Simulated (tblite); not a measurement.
Potential energy surface of H2B (anion, charge -1), singlet: map of symmetric stretch and bend. Scanned: B-H bond length and H-B-H angle.

Cartesian coordinates as functions of the variables (Å; names that start with a are angles):
```
B  0  0  0
H  r*sin(a/2)  0  r*cos(a/2)
H  -r*sin(a/2)  0  r*cos(a/2)
```

Calculation: GFN2-xTB, 300 K electronic temperature run with tblite.

Energy in eV above the lowest grid point; x is the B-H bond length (Å), y the H-B-H angle (°).

| y \ x | 1.06 | 1.14 | 1.21 | 1.27 | 1.33 | 1.40 | 1.46 | 1.52 | 1.58 | 1.64 | 1.69 |
|---|---|---|---|---|---|---|---|---|---|---|---|
| 180 | 3.215 | 2.680 | 2.533 | 2.549 | 2.648 | 2.823 | 2.996 | 3.190 | 3.346 | 3.401 | 3.410 |
| 173 | 3.107 | 2.561 | 2.400 | 2.399 | 2.471 | 2.587 | 2.657 | 2.673 | 2.662 | 2.662 | 2.670 |
| 163 | 2.903 | 2.310 | 2.097 | 2.041 | 2.046 | 2.070 | 2.068 | 2.047 | 2.043 | 2.074 | 2.117 |
| 153 | 2.587 | 1.936 | 1.671 | 1.569 | 1.532 | 1.522 | 1.505 | 1.488 | 1.507 | 1.571 | 1.644 |
| 143 | 2.232 | 1.531 | 1.227 | 1.100 | 1.047 | 1.030 | 1.017 | 1.016 | 1.059 | 1.152 | 1.250 |
| 133 | 1.897 | 1.158 | 0.830 | 0.692 | 0.634 | 0.622 | 0.620 | 0.635 | 0.699 | 0.815 | 0.933 |
| 123 | 1.628 | 0.859 | 0.516 | 0.371 | 0.314 | 0.310 | 0.319 | 0.347 | 0.428 | 0.562 | 0.695 |
| 113 | 1.461 | 0.662 | 0.305 | 0.155 | 0.099 | 0.100 | 0.117 | 0.156 | 0.249 | 0.396 | 0.539 |
| 103 | 1.428 | 0.595 | 0.219 | 0.060 | 0.000 | 0.002 | 0.023 | 0.066 | 0.166 | 0.320 | 0.469 |
| 93 | 1.573 | 0.690 | 0.285 | 0.109 | 0.036 | 0.030 | 0.048 | 0.091 | 0.192 | 0.347 | 0.497 |
| 83 | 1.962 | 1.005 | 0.550 | 0.341 | 0.244 | 0.215 | 0.219 | 0.253 | 0.346 | 0.494 | 0.639 |
| 70 | 3.015 | 1.911 | 1.343 | 1.053 | 0.887 | 0.793 | 0.753 | 0.750 | 0.812 | 0.931 | 1.055 |

Points that lie below all their neighbours on the grid: x = 1.33, y = 103 (0.000 eV).
